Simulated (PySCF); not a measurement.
A structure optimised at PBE-D3(BJ)/def2-SVP, used in a PySCF frequency run:

```
Si
O 1 1.6643
H 2 0.9739 1 115.94
C 1 1.8564 2 108.26 3 178.15
H 4 1.1070 1 110.29 2 179.58
H 4 1.1078 5 108.88 1 -120.75
H 4 1.1083 5 108.88 6 -118.72
Cl 1 2.0828 2 110.14 3 -60.72
Br 1 2.2457 2 110.19 3 57.00
```
Charge 0, spin multiplicity 1.

**Question.** Write its SMILES and formula.

**Answer.** C[Si](O)(Cl)Br, CH4BrClOSi

**Question.** What are its rotational constants (standard atomic weights)?

**Answer.** 2.4619, 1.2260, 1.0646 GHz
